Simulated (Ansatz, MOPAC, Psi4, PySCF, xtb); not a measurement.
Noncovalent pair: CH4 (SMILES C) (first 5 atoms) with CH4O (SMILES CO); geometry from B3LYP-D3(BJ)/def2-TZVP, rigid monomers moved along the line of their centres of mass till C1···H11 is 2.99 Å.
(charge 0, multiplicity 1):
```
atom    x (Å)    y (Å)    z (Å)
----  -------  -------  -------
C     -0.0721   0.0307  -0.1567
H      0.0458   0.2660  -1.2132
H     -0.6491  -0.8896  -0.0623
H      0.9115  -0.1037   0.2922
H     -0.5942   0.8483   0.3387
C      0.6619   0.2807   3.9749
O     -0.6867   0.0126   3.6211
H      1.2719  -0.6292   3.9981
H      0.6474   0.7099   4.9759
H      1.1305   1.0025   3.2967
H     -0.7012  -0.3658   2.7366
```

Counterpoise-corrected where a basis set is named; no monomer relaxation. Rows marked so take none.

Cores are frozen in the correlated methods. Rows in 6-31G* carry no dispersion term and start afresh at each structure (6-31G* with six Cartesian d functions). MP2/6-31G* freezes PySCF's default core. The state that PM6, PM7 reach isn't checked; PM7 holds dispersion and hydrogen-bond terms.

The values were computed with Ansatz (Gaussian orbitals); MOPAC for PM6, PM7 (differences of heats of formation); Psi4 for SAPT; PySCF for 6-31G* rows, the dispersion terms; xtb for the GFN methods. Values without a source in brackets are computed.

```json
[
 {"level": "PM6", "interaction energy (meV)": "-19.3"},
 {"level": "PM7", "interaction energy (meV)": "-31.6"},
 {"level": "GFN2-xTB", "interaction energy (meV)": "-43.3"},
 {"level": "r2SCAN-D3(BJ)/def2-TZVPPD", "interaction energy (meV)": "-46.1"},
 {"level": "r2SCAN-D4/def2-TZVPPD", "interaction energy (meV)": "-44.3"},
 {"level": "B3LYP-D3(BJ)/def2-TZVPPD", "interaction energy (meV)": "-43.2"},
 {"level": "MP2/6-31G* (no counterpoise)", "interaction energy (meV)": "-38.7"},
 {"level": "MP2/aug-cc-pVDZ", "interaction energy (meV)": "___"},
 {"level": "SAPT0/jun-cc-pV(D+d)Z", "interaction energy (meV)": "___"}
]
```

**Question.** Fill in the missing entries.

**Answer.** 
- MP2/aug-cc-pVDZ, interaction energy (meV): -34.4
- SAPT0/jun-cc-pV(D+d)Z, interaction energy (meV): -24.7

Ansatz is a program for electronic structure.
